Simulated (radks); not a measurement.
Values are calculated unless marked as measured or tabulated.
How relativity changes the ionisation of the barium ion Ba50+ ([He] 2s2 2p2) to Ba51+ ([He] 2s2 2p1). Spin-unpolarised spherical Kohn-Sham, PBEsol, point nucleus unless stated (finite: rms radius 4.8378 fm), a radial shooting solver on a logarithmic mesh with Libxc functionals. A level marked "c x" has the speed of light scaled by that factor and shares open shells by 2j + 1; other Dirac levels either fill j = l - 1/2 first or share by 2j + 1.

| level | E(Ba50+) (hartree) | E(Ba51+) (hartree) | IE (eV) | HOMO | <r> HOMO (bohr) |
|---|---|---|---|---|---|
| non-rel. | -4520.8358 | -4180.2531 | 9267.7 | 2p | 0.09393 |
| scalar-rel. | -4717.4553 | -4369.5532 | 9466.9 | 2p | 0.09111 |
| scalar-rel., finite nucleus | -4717.1264 | -4369.2236 | 9466.9 | 2p | 0.09111 |
| Dirac, 2j+1 shares | -4718.5403 | -4370.1028 | 9481.5 | 2p3/2 | 0.09262 |
| Dirac, low j first | -4739.4976 | -4380.7768 | 9761.3 | 2p1/2 | 0.08728 |
| Dirac, 2j+1 shares, finite nucleus | -4718.2111 | -4369.7729 | 9481.5 | 2p3/2 | 0.09262 |
| Dirac, c x 0.75 | -4900.9197 | -4545.4670 | 9672.4 | 2p3/2 | 0.09160 |
| Dirac, c x 2 | -4567.0448 | -4224.6012 | 9318.4 | 2p3/2 | 0.09360 |
| Dirac, c x 100 | -4520.8539 | -4180.2705 | 9267.7 | 2p3/2 | 0.09393 |

NIST Atomic Spectra Database: 9739 eV (theoretical). The relativistic part of the total energy of Ba50+ is -197.4 hartree (Dirac, 2j+1 shares, finite nucleus), 4.4 % of the non-relativistic value. Spin polarisation and multiplet splitting of open shells are left out at every level.

Beside tabulated values, note that relativity, absent from the non-relativistic runs, is large for the heavy elements, and spin-unpolarised runs miss the spin-polarisation part of the exchange energy of open shells.
